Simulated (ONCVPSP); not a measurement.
Before and after: ONCV potential for Ce

* Element: cerium (Ce)
* Generator: ONCVPSP 4.0.1
* Type: optimised norm-conserving Vanderbilt (ONCV)
* Functional: PBE
* Relativity: scalar-relativistic
* Frozen core: [Kr] 4d10
* Valence charge: 12
* Reference configuration: 4f1 5s2 5p6 5d1.5 6s1.5
* Partial waves: 5s+6s: rc 2.90 bohr, ncon 3, nbas 7, qcut 4.8 1/bohr, 2 projectors; 5p: rc 2.55 bohr, ncon 3, nbas 7, qcut 6.5 1/bohr, 2 projectors, debl 1.6 Ha; 5d: rc 3.45 bohr, ncon 4, nbas 8, qcut 5.2 1/bohr, 2 projectors, debl 1 Ha; 4f: rc 1.70 bohr, ncon 3, nbas 7, qcut 8.4 1/bohr, local
* Local potential: the f channel
* Core correction: Teter function, fcfact 2.75, rcfact 1.35

Change: f: nproj 1; local potential polynomial inside 1.40 bohr (lpopt 2, dvloc0 1 Ha).

Cutoffs: the cutoffs (Ha) at which the residual kinetic energy of the hardest occupied pseudo-wave falls to 1 and 0.1 mHa per electron; they do not see the model core or the augmentation charge, which bear on the density cutoff. Errors are all-electron minus pseudo energies relative to the spin-unpolarised reference configuration.

Problem. What does the change do?

Solution. The potential gets neither clearly harder nor softer (34 Ha and 78 Ha → 34 Ha and 78 Ha); the bound ghost in p disappears; the lowest positive-energy flag moves from s at 1.8 eV to s at 70.4 eV; of the 4 tests that both files solve, the error grows in 2 and shrinks in 1 by more than 15 % and 0.3 meV (median size 1.6 → 2.0 meV); the range in which the p phases agree widens (upper end -0.2 → 4.5). In the separable form a ghost depends on how the local part lies against the semilocal potential of the channel, so the choice of the local part can create or remove one.

```tsv
quantity	base	changed
cutoff, loose	34 Ha	34 Ha
cutoff, tight	78 Ha	78 Ha
bound ghosts	p	none
GHOST(+) flags under 300 eV	s at 1.8 eV, d at 102.0 eV	s at 70.4 eV
error for 4f1 5s2 5p6 5d1 6s2, meV [ΔE -0.40 eV]	-0.5	-0.9
error for 4f1 5s2 5p6 5d1 6s1, meV [ΔE 5.67 eV]	-0.1	-0.2
error for 4f1 5s2 5p6 5d1 6s0, meV [ΔE 16.75 eV]	-2.7	-3.2
error for 4f1 5s2 5p5 5d1 6s2, meV [ΔE 27.46 eV]	-29	-23
s: phases at 2.95 bohr within 0.05 rad from the reference energy up to (Ha; the scan ends near 5)	2.6	1.9
p: phases at 2.58 bohr within 0.05 rad from the reference energy up to (Ha; the scan ends near 5)	-0.2	4.5
d: phases at 3.50 bohr within 0.05 rad from the reference energy up to (Ha; the scan ends near 5)	2.7	3.0
f: phases at 1.73 bohr within 0.05 rad from the reference energy up to (Ha; the scan ends near 5)	0.2	0.6
rms error of d²Exc/dni dnj with the model core, mHa	6.36	6.36
```

 A true bound ghost makes a file unfit for plane-wave use even where its test errors are small: the radial tests pick states by their node count and pass the ghost by.
